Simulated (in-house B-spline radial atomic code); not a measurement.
He: 1s2

Method: non-relativistic HSE06, spin-polarised, spherical fractional occupations, exact exchange averaged over the configuration, point nucleus. Calculated with a B-spline radial code for spherical atoms.

Effective charges: Z_r = [3n² - l(l+1)]/(2<r>) from the radius, Z_e = n√(-2ε) from the energy, and Slater's rules. Values are occupation-weighted means over spin.

| shell | electrons | ε (eV) | <r> (bohr) | Z_r | Z_e | Slater |
| --- | --- | --- | --- | --- | --- | --- |
| 1s | 2 | -17.817 | 0.9391 | 1.60 | 1.14 | 1.70 |

The least bound orbital is 1s at -17.82 eV, and it is also the most diffuse (<r> = 0.9391 bohr).

The density falls to 0.001 bohr⁻³ at 2.536 bohr; Σ<r²> = 2.4572 bohr² gives, by the non-relativistic formula and without the paramagnetism of open shells, a Langevin diamagnetic susceptibility of -1.946×10⁻⁶ cm³/mol.
